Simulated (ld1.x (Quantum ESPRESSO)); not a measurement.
# B (Z = 5): one change to a PAW potential, before and after

- Element: B
- Generator: ld1.x (Quantum ESPRESSO) 7.5
- Type: PAW
- Functional: PBE
- Relativity: scalar-relativistic
- Frozen core: [He]
- Valence charge: 3
- Reference configuration: 2s2 2p0.5 (charge +0.5)
- Partial waves: 2s (bound): rcut 1.30, rcutus 1.60 bohr; 2s channel at -0.5 Ry: rcut 1.30, rcutus 1.60 bohr; 2p (bound): rcut 2.90, rcutus 4.00 bohr; 2p channel at 0.55 Ry: rcut 2.90, rcutus 4.00 bohr
- Local potential: all-electron potential smoothed inside 2.25 bohr (lloc = -1)
- Core correction: Bessel-smoothed model core inside 0.80 bohr
- Augmentation charge: PSQ, radius 1.30 bohr

Change: local potential all-electron potential smoothed inside 2.86 bohr (lloc = -1).

Cutoffs: the cutoffs (Ry, on a coarse ladder) from which the occupation-weighted sum of valence levels, in a spherical-Bessel basis at the reference potential, stays within 10 and 1 mRy of its value at 400 Ry; they do not see the model core or the augmentation charge, which bear on the density cutoff. Errors are all-electron minus pseudo energies relative to the spin-unpolarised reference configuration.

Question: How do hardness, ghosts and transferability respond?

Answer: Both files are so soft that the ladder of cutoffs tells neither apart; of the 7 tests that both files solve, the error grows in 0 and shrinks in 1 by more than 15 % and 0.3 meV (median size 1.4 → 1.5 meV); neither file shows a bound ghost.

| quantity | base | changed |
| --- | --- | --- |
| cutoff, loose | 6 Ry | 6 Ry |
| cutoff, tight | 8 Ry | 8 Ry |
| bound ghosts | none | none |
| error for 2s2 2p1, meV [ΔE -2.89 eV] | +0.3 | +0.3 |
| error for 2s2 2p0, meV [ΔE 5.33 eV] | -0.1 | +0.2 |
| error for 2s1 2p0, meV [ΔE 30.75 eV] | -4.6 | -1.6 |
| error for 2s0 2p3, meV [ΔE 8.83 eV] | -3.3 | -3.3 |
| error for 2s1 2p2, meV [ΔE 2.96 eV] | -0.3 | -0.3 |
| error for 2s1 2p1, meV [ΔE 11.47 eV] | -3.2 | -3.1 |
| error for 2s2 2p1.3, meV [ΔE -3.63 eV] | +1.4 | +1.5 |
| s: phases at 4.36 bohr within 0.05 rad from the reference energy up to (Ry; the scan ends near 5) | to the end of the scan | to the end of the scan |
| p: phases at 4.36 bohr within 0.05 rad from the reference energy up to (Ry; the scan ends near 5) | 2.1 | 2.1 |
| lowest overlap eigenvalue by channel | s 0.50, p 0.77 | s 0.63, p 0.77 |
